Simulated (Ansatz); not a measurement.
Reaction (cleavage of the Si–B bond): `CB(Cl)[SiH2]O` + `CN[SiH2]Cl` → `CN([SiH2]O)[SiH2]Cl` + `CBCl`

Program: Ansatz. Geometries: PBE0-D4/def2-TZVP. ΔE: electronic, gas phase. CCSD(T)/CBS is the MP2 limit (def2-TZVPP, def2-QZVPP) plus CCSD(T) − MP2 in def2-TZVPP, frozen cores. Functionals use def2-TZVPP. B3LYP here is the variant with VWN-RPA as its local correlation; programs differ in this. One conformer a species, not always the lowest.

Q: Is it downhill or uphill in electronic energy at CCSD(T)/CBS, and by how much? (An estimate is asked.)

A: Ansatz gave: Downhill: ΔE = -22.2 kcal/mol.

Q: What do these levels give: ωB97X-V, ωB97M-V, B3LYP, SCS-MP2/def2-TZVPP, CCSD/def2-TZVPP, CCSD(T)/def2-TZVPP? (Best estimate.)

A: Ansatz gave: ωB97X-V -21.4, ωB97M-V -22.8, B3LYP -19.6, SCS-MP2/def2-TZVPP -23.9, CCSD/def2-TZVPP -22.4, CCSD(T)/def2-TZVPP -22.5 kcal/mol.

Largest T1 diagnostic among the species: 0.012.

The D4 term adds −2.1 kcal/mol with B3LYP and −1.2 kcal/mol with PBE0; it sums over pairs of atoms, weighted by their polarisabilities, and B3LYP, whose exchange is more repulsive, gets the larger term. From PBE to PBE0 (25 % exact exchange), in def2-TZVPP and without D4, ΔE moves by −1.7 kcal/mol.
